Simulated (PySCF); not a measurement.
C: excitation energy

C [He] 2s2 2p2 (3P) → C [He] 2s1 2p3 (5S), as a difference of total energies. Computed with PySCF 2.14 in x2c-TZVPPall with one added diffuse shell each of s, p, d type (6s4p3d1f, 40 functions), with scalar relativity by spin-free X2C-1e. Correlated levels: valence: 1s2 frozen; valence and next inner shell: nothing frozen. The calculations carry no spin-orbit coupling.

```tsv
method	excitation energy (cm⁻¹)	error (cm⁻¹)
UHF	20839	-12866
LDA	32825	-881
PBE	33251	-454
PBE0	32422	-1283
r2SCAN	29158	-4547
BHandHLYP	38084	+4378
revPBE	33770	+64
TPSS	35543	+1838
wB97M-V	36094	+2388
MP2 (valence)	29579	-4127
SCS-MP2 (valence)	34004	+298
MP2 (valence and next inner shell)	29537	-4169
SCS-MP2 (valence and next inner shell)	33975	+270
```

Reference: 33706 cm⁻¹ (measured; NIST levels, between the centres of gravity of the two terms).

Errors of the correlated levels include the incompleteness of this basis and the frozen core.
